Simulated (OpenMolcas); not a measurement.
**O+: effect of correlating more closed shells**

- Program: OpenMolcas 26.06
- Basis: ANO-RCC-VQZP [5s4p3d2f1g]
- Scalar Hamiltonian: DKH2, point nucleus
- Active space: 5 electrons in 8 orbitals (2s 2p 3s 3p)
- State averaging: 2S+1 = 4 odd, 1 root; 2S+1 = 2 odd, 8 roots; 2S+1 = 4 even, 3 roots; 2S+1 = 2 even, 9 roots
- Spin-orbit coupling: RASSI with atomic mean-field integrals over the reference wave functions, term energies averaged over their components

Methods on the same reference wave functions:
A. CASSCF
B. SS-CASPT2, IPEA 0.25 Eh, imaginary shift 0.1 Eh (closed shells correlated: none)
C. SS-CASPT2, IPEA 0.25 Eh, imaginary shift 0.1 Eh (closed shells correlated: 1s)

Energies in eV above 2s² 2p³ ⁴S°_3/2, the measured ground level; measured values from NIST Handbook of Basic Atomic Spectroscopic Data.

```json
{"Level": "2s² 2p³ ⁴S°_3/2", "A": "0.0000", "B": "0.0000", "C": "0.0000", "Measured": "0.0000"}
{"Level": "2s² 2p³ ²D°_3/2", "A": "3.7555", "B": "3.406", "C": "3.409", "Measured": "3.3266"}
{"Level": "2s² 2p³ ²D°_5/2", "A": "3.7568", "B": "3.407", "C": "3.410", "Measured": "3.3241"}
{"Level": "2s² 2p³ ²P°_1/2", "A": "4.9572", "B": "5.050", "C": "5.066", "Measured": "5.0176"}
{"Level": "2s² 2p³ ²P°_3/2", "A": "4.9581", "B": "5.051", "C": "5.067", "Measured": "5.0174"}
{"Level": "2s 2p⁴ ⁴P_5/2", "A": "14.9512", "B": "14.937", "C": "14.900", "Measured": "14.8579"}
{"Level": "2s 2p⁴ ⁴P_3/2", "A": "14.9680", "B": "14.953", "C": "14.917", "Measured": "14.8782"}
{"Level": "2s 2p⁴ ⁴P_1/2", "A": "14.9780", "B": "14.963", "C": "14.927", "Measured": "14.8884"}
```

Deviations, from unrounded energies. A percentage is the sum of absolute deviations over the sum of measured energies, with the sign that they share, or ± where signs differ.

| Against measurement | Levels | A | B | C |
| --- | --- | --- | --- | --- |
| mean absolute deviation (cm-1) | 7 | 1400 | 530 | 450 |
| other terms of the ground configuration (%) | 4 | ±5.9 | +1.4 | +1.6 |
| other configurations (%) | 3 | +0.6 | +0.5 | +0.3 |

C lies closest to measurement on these levels and A furthest from it. The largest miss of C in the table is 2s² 2p³ ²D°_5/2, by +700 cm-1. The ranking rests on the paired levels alone, and a cruder setting can come out closer through cancelling errors.

Between B and C the level of the table that moves most is 2s 2p⁴ ⁴P_5/2, by 290 cm-1 (lowest in C, highest in B). Moves below CASPT2's spread within the term are not significant.

From A to B the spin-free energies of the other terms of 2s² 2p³ shown, above ⁴S°, scale by factors of 0.91 to 1.02.

The lowest spin-free term lies below A's lowest term by 0.082 hartree in B, 0.094 hartree in C.

What an inner shell adds also hangs on whether the basis holds functions to correlate it.

Term energies are means over components that CASPT2 splits; among the terms shown or strongly mixed into the levels shown the widest spread is 50 cm-1 (2s² 2p³ ²D°, C). The run also gave levels led by 2s² 2p² 3s, which use shells meant for correlation; these and all levels above them are left out. Without dynamic correlation excited terms often stand tens of per cent too high (terms of higher spin than the ground term too low), and those without a measured partner can miss by more than the paired ones (holds for A). Computed and measured levels are paired by configuration, term and J; levels that our copy of the source lacks, or whose pairing is in doubt (as where it misses far off the trend of its configuration), stay unpaired and out of the deviations. Only configurations of the active space appear. Levels that lie high or do not pair safely by name in every column are left out.

° marks odd parity.
